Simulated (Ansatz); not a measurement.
Wavefunction ladder for `[CH3][Al]([CH3])[C]#N`

```xyz
11

C     0.7373   -1.6984    0.0039
Al    0.1677    0.1539   -0.0056
C    -1.6264    0.8847    0.0485
C     1.6066    1.4712   -0.0887
N     2.4576    2.2496   -0.1371
H    -0.0958   -2.4028    0.0531
H     1.3209   -1.9254   -0.8944
H     1.3979   -1.8940    0.8550
H    -1.7326    1.5914    0.8776
H    -2.3977    0.1186    0.1529
H    -1.8356    1.4512   -0.8652
```

The species carries charge 0 and has multiplicity 1. The structure was optimised at the PBE0-D4/def2-TZVP level. Frozen core, restricted reference, Ansatz 0.2.0. CBS rows extrapolate triple and quadruple zeta; past MP2 they add the triple-zeta difference.

```
     basis     HF (Eh)  MP2 corr.  CCSD corr.       (T)  CCSD(T) total
  def2-SVP  -413.28532   -0.62495    -0.66854  -0.02316     -413.97702
def2-TZVPP  -413.56823   -0.76427    -0.79952  -0.03590     -414.40365
def2-QZVPP  -413.58273   -0.81436           –         –              –
 CBS(def2)  -413.58472   -0.85145    -0.88670     as TZ     -414.50732
```
